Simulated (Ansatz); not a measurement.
All values below come from frozen-core CCSD(T)/cc-pVTZ // r2SCAN-D4/def2-TZVP (Ansatz, a quantum-chemistry and plane-wave program).

Ansatz 0.2 input:
```yaml
crystal:
  periodic: [false, false, false]
  atoms:
    - { symbol: C, position_ang: [-1.32718, 0.09303, -0.296425] }
    - { symbol: O, position_ang: [-0.028863, -0.215309, -0.781914] }
    - { symbol: Si, position_ang: [1.294927, -0.11893, 0.188741] }
    - { symbol: H, position_ang: [-1.385985, 1.131451, 0.050807] }
    - { symbol: H, position_ang: [-2.034493, -0.042695, -1.11557] }
    - { symbol: H, position_ang: [-1.611937, -0.571411, 0.528061] }
    - { symbol: H, position_ang: [2.454864, -0.506052, -0.643368] }
    - { symbol: H, position_ang: [1.471819, 1.264121, 0.712768] }
    - { symbol: H, position_ang: [1.166848, -1.034204, 1.356898] }
basis:
  gaussian: { orbitals: cc-pVTZ }
correlation:
  method: ccsd_t
```

Output:

```
Functional definition: HF
1008 factors; integrals over basis functions are off by at most 1.0e-3 eV
mean field evaluation 1: about -11024.6028 eV, gradient 3.1e1 eV
mean field evaluation 2: about -11024.7941 eV, gradient 3.1e1 eV
mean field evaluation 4: about -11027.0424 eV, gradient 3.6e0 eV
mean field evaluation 8: about -11027.0806 eV, gradient 1.4e-1 eV
mean field evaluation 16: about -11026.2387 eV, gradient 1.9e1 eV
mean field -11027.08064760 eV, -405.2377393757 hartree, gradient 1.8e-6 eV, S^2 0.000000; 0 other end points of the search recorded, 0 dependent functions left out
7 core orbitals not correlated
reference -11027.08064760 eV, -405.2377393757 hartree; 10, 10 occupied and 161, 161 virtual orbitals, 1008 factors
second order -14.84078280 eV of doubles, -0.00000000 eV of singles
cycle   1  -15.34098707 eV  change   -5.0e-1 eV  update   8.4e-2
cycle   2  -15.75709945 eV  change   -4.2e-1 eV  update   2.5e-2
cycle   3  -15.83959265 eV  change   -8.2e-2 eV  update   1.2e-2
cycle   4  -15.83160928 eV  change    8.0e-3 eV  update   2.4e-3
cycle   5  -15.83183878 eV  change   -2.3e-4 eV  update   1.0e-3
cycle   6  -15.83208458 eV  change   -2.5e-4 eV  update   2.8e-4
cycle   7  -15.83192274 eV  change    1.6e-4 eV  update   1.0e-4
cycle   8  -15.83192022 eV  change    2.5e-6 eV  update   3.5e-5
cycle   9  -15.83193107 eV  change   -1.1e-5 eV  update   1.2e-5
perturbative correction -0.53252603 eV, -0.0195699706 hartree
Total energy: -11043.44510470 eV, -405.8391220819 hartree
```

Cost: very roughly 40 core-seconds.
